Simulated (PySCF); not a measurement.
A TDDFT job was run through a driver script with this input:

```
{"job": {"kind": "uv", "xc": "B3LYP", "basis": "def2-SVPD", "nstates": 8, "ntriplets": 3}, "charge": 0, "multiplicity": 1}
C      0.874037    -0.627771    -1.111765
C      0.265424    -0.181974     0.200937
C      0.782167     1.175901     0.626828
Cl     0.726916    -1.379174     1.468043
Ge    -1.724626    -0.304945     0.224255
H      0.565575     0.057277    -1.901580
H      0.535502    -1.630043    -1.369786
H      1.962066    -0.632235    -1.058554
H      0.471134     1.923774    -0.102525
H      0.378135     1.451563     1.599675
H      1.869637     1.180828     0.689286
H     -2.131805    -1.702846    -0.098195
H     -2.221233     0.046218     1.586068
H     -2.353607     0.622956    -0.774853
```

Output (SCF cycles cut):

```
converged SCF energy = -2656.5154644825

Static polarisability (au): isotropic 83.008, principal 76.206 82.809 90.008

Singlet excitations
state   eV       nm        f      main configurations
  1   6.5733    188.6   0.01982   H->L 0.44, H->L+1 0.42, H->L+2 0.10
  2   6.8295    181.5   0.04582   H->L 0.55, H->L+1 0.38
  3   7.1288    173.9   0.00028   H-1->L+1 0.54, H-1->L 0.36
  4   7.2956    169.9   0.15613   H->L+2 0.80, H->L+1 0.17
  5   7.4945    165.4   0.02381   H-1->L 0.63, H-1->L+1 0.30
  6   7.6635    161.8   0.00360   H->L+3 0.98
  7   7.8587    157.8   0.00138   H-1->L+2 0.84, H-1->L+1 0.15
  8   7.9963    155.1   0.05586   H->L+4 0.93

Triplet excitations (Tamm-Dancoff, eV): 5.9522 6.5251 6.6618
```

Computed with TDDFT B3LYP/def2-SVPD, vertical, gas phase, core orbitals frozen in the response (PySCF). Geometry: GFN2-xTB; no solvent, vibrations or thermal averaging. Relativistic effects, spin–orbit coupling among them, are left out although an element past zinc is present.

(1) Give the mean polarisability in Å³.

(2) What is the gap between the lowest singlet and the lowest triplet?

(3) What is the polarisability anisotropy, √(½[(α1 − α2)² + (α2 − α3)² + (α3 − α1)²])?

(4) Which orbital energies lie behind H and L?

(5) What is the total energy of state 7 at this geometry?

(6) Write the structure that the coordinates describe.

Results:

(1) 83.01 au × 0.148185 = 12.30 Å³.

(2) 6.5733 − 5.9522 = 0.6211 eV (full response against Tamm–Dancoff).

(3) 11.96 au.

(4) HOMO -7.58 eV and LUMO 0.03 eV, a gap of 7.61 eV; state 1 differs from that by -1.03 eV.

(5) -2656.51546 + 0.28880 = -2656.22666 hartree.

(6) `C[C](C)(Cl)[GeH3]` (C3H9ClGe), point group Cs.

H and L stand for HOMO and LUMO.

Time: 52 s wall. Hardware: Arm Neoverse N1, one thread, on a shared host.
